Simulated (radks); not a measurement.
Values are calculated unless marked as measured or tabulated.
The mercury ion Hg+ inside a hard spherical wall (all orbitals vanish at R), configuration held at [Xe] 4f14 5d10 6s1 and not refilled when levels cross. Code: a radial shooting solver on a logarithmic mesh with Libxc functionals. Model: scalar-relativistic Kohn-Sham, LDA (Slater exchange, Perdew-Wang correlation), spin-polarised, spherical densities, finite nucleus; open shells are filled with parallel spins first (spin-orbit coupling, left out, can overturn this in heavy ions); Fermi nuclear charge, rms radius 5.4648 fm. Eigenvalues in eV for spin up, with the zero of energy where the potential of the charges vanishes at infinity; a dash marks a level that is unbound or too diffuse for the functional's potential to be trusted. A positive occupied level is held by the wall or, in an anion where self-interaction has pushed it up, behind a barrier. The pressure on the wall is -dE/dV.

R (bohr)  E (hartree)  kinetic (hartree)    e(4f)    e(5p)    e(5d)    e(6s)  e(6p, empty)  e(7s, empty)  pressure (GPa)
free      -19606.8581          21990.255  -105.44  -75.939  -19.225  -15.408        -7.941        -3.469               0
20        -19606.8581          21990.255  -105.44  -75.939  -19.225  -15.408        -7.941        -3.468        < 0.0001
15        -19606.8581          21990.255  -105.44  -75.939  -19.225  -15.408        -7.941        -3.452        < 0.0001
8         -19606.8580          21990.256  -105.43  -75.933  -19.219  -15.401        -7.879        -1.814         0.00657
7         -19606.8575          21990.263  -105.41  -75.909  -19.197  -15.374        -7.733        -0.223          0.0555
4         -19606.7028          21991.299  -102.72  -73.461  -16.940  -11.831        -0.772        29.793            42.7
2         -19595.7767          22038.119  -53.340  -32.777   30.614   87.812        127.71        330.69           17000
